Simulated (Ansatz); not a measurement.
Species: C3HO, charge 0, multiplicity 2. It need not be the lowest isomer of its formula. 
Geometry from a B3LYP-D3(BJ)/def2-TZVP (Ansatz, a quantum-chemistry and plane-wave program) optimisation:
```xyz
5

C     -1.9021    -0.1287    -0.0972
C     -0.6442    -0.1607    -0.0129
C      0.6248     0.1100     0.0203
O      1.7849     0.2333     0.0719
H     -2.7498    -0.7901    -0.0370
```
Charge 0, spin multiplicity 2.

Quantity: atomisation energy (electronic, to ground-state atoms), in eV. Cores are frozen in the correlated levels unless marked. Open shells are spin-unrestricted. Spin-orbit coupling is left out. No relativistic terms. The coupled-cluster limit lacks core correlation, which all-electron functionals hold. CBS marks a two-point X^-3 extrapolation of the correlation energy; Hartree-Fock from the larger set. The bracket is a focal-point correction in the basis named.

```
level       program  atomisation energy (eV)
----------  -------  -----------------------
HF/cc-pVDZ   Ansatz                    15.95
```

**Question.** Predict the RI-MP2/CBS(cc-pVTZ,cc-pVQZ)+[CCSD(T)-MP2]/cc-pVTZ result (Ansatz).

**Answer.** 24.33 eV, so HF/cc-pVDZ differs from it by -8.38 eV.
